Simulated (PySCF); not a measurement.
Geometries of 2 isomers of C4H2BrCl, from PBE0-D3(BJ)/def2-SVP geometry optimisation, gas phase (PySCF). One conformer each, no zero-point energy, no frequencies.

Problem. Which is lower in electronic energy at this level?
A.
```xyz
8
angstrom
C      1.523    0.333    0.041
C      0.229    0.035    0.014
C     -0.908   -0.797    0.333
Cl    -1.490   -2.181    1.075
C     -1.143    0.299   -0.367
Br    -2.332    1.392   -1.223
H      1.894    1.237   -0.446
H      2.232   -0.320    0.550
```
B.
```xyz
8
angstrom
Cl    -3.006   -0.769    1.011
C     -1.936    0.282    0.163
C     -0.638    0.071    0.066
C      0.615   -0.115   -0.039
C      1.912   -0.313   -0.140
Br     3.052    0.858   -1.064
H     -2.426    1.147   -0.293
H      2.421   -1.171    0.306
```

Solution. B. That is `ClC=C=C=CBr`, 9.6 kcal/mol below the other.

```
        SMILES                   atoms numbered as above       E (Eh)  relative (kcal/mol)  relative (kJ/mol)  dipole (D)
   ClC=C=C=CBr     [Cl:1][CH:2]=[C:3]=[C:4]=[CH:5][Br:6]  -3186.68241                  0.0                0.0        0.12
C=C1C(Cl)=C1Br  [CH2:1]=[C:2]1[C:3]([Cl:4])=[C:5]1[Br:6]  -3186.66709                  9.6               40.2        0.98
```

As drawn, the lower has cumulated double bonds, which the higher lacks; the higher has a three-membered ring, which the lower lacks.
